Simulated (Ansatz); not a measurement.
Several settings on one geometry of Au₂F₂⁻ (that of the charge -1 doublet, r2SCAN-D4/def2-TZVPD). Ansatz on 4 threads of Intel Xeon on a shared host; times are rough.

```xyz
4

Au    0.4552    0.7819    0.8560
Au   -0.4553   -0.7803   -0.8571
F     0.5335    1.8642    2.5517
F    -0.5334   -1.8659   -2.5506
```

Totals from different functionals, basis sets or treatments of relativity can't be compared as stabilities.

In the def2 sets Au takes a core potential; there is no spin–orbit coupling. B3LYP takes the VWN-RPA correlation.

Question: Give the basis size and estimate the energy, ⟨S²⟩ and time of these runs.

```tsv
run	method	charge	state	further keys
1	UKS revPBE/def2-mTZVPP	-1	doublet	scf: {omitted_lower_state_checks: [starts]}; forces asked
2	UKS B3LYP-D3(BJ)/def2-SVP	-1	doublet	final_grid: {core_spheres: 20, valence_spheres: 16, degree: 47}; nuclear_model: gaussian; scf: {omitted_lower_state_checks: [starts]}; forces asked
3	ROKS B3LYP5/def2-SVPD	-1	doublet	scf: {lower_state_search: off}; forces asked
4	UKS r2SCAN0/def2-SVPD	-1	doublet	scf: {lower_state_search: off}
```

Answer: 
| run | functions | energy (Eh) | ⟨S²⟩ | wall time |
| --- | --- | --- | --- | --- |
| 1 | 120 | -471.4509 | 0.75 | 3.1 s |
| 2 | 92 | -471.1764 | 0.76 | 7.5 s |
| 3 | 116 | -470.9994 | – | 5 s |
| 4 | 116 | -470.9867 | 0.76 | 7.5 s |

The highest occupied level of an anion often lies above zero with these methods, and sets without diffuse functions describe the outer electron poorly.
